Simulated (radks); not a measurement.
The numbers below are computed, except where a source is named.
Ionisation of the magnesium ion Mg+, [Ne] 3s1, to Mg2+, [Ne], under several functionals. Scalar-relativistic Kohn-Sham, spin-polarised, spherical densities, point nucleus; open shells are filled with parallel spins first; a radial shooting solver on a logarithmic mesh with Libxc functionals.

| functional | E(Mg+) (hartree) | Exc (hartree) | IE (eV) | -e(HOMO) (eV) | <r> HOMO (bohr) | IE error (eV) |
|---|---|---|---|---|---|---|
| B86b exchange with PBE correlation | -200.10619 | -16.27388 | 15.379 | 11.950 | 2.763 | +0.343 |
| LDA (Slater exchange, Perdew-Zunger correlation) | -199.16875 | -15.29700 | 15.369 | 11.996 | 2.750 | +0.334 |
| exchange-only B88 | -199.70865 | -15.86584 | 15.011 | 11.600 | 2.787 | -0.024 |
| LDA (Slater exchange, Perdew-Wang correlation) | -199.17190 | -15.30027 | 15.374 | 12.000 | 2.749 | +0.338 |
| AM05 | -199.28160 | -15.41623 | 15.163 | 11.878 | 2.767 | +0.128 |
| exchange-only LDA | -198.33059 | -14.43612 | 14.717 | 11.374 | 2.794 | -0.319 |
| exchange-only PBE | -199.61822 | -15.76882 | 15.138 | 11.582 | 2.793 | +0.103 |
| XLYP | -200.22357 | -16.39364 | 15.539 | 11.862 | 2.745 | +0.504 |

NIST Atomic Spectra Database: 15.035 eV (measured). Closest: exchange-only B88. The Delta-SCF values span 0.82 eV, the total energies 1.89 hartree. The highest occupied level is 3s.
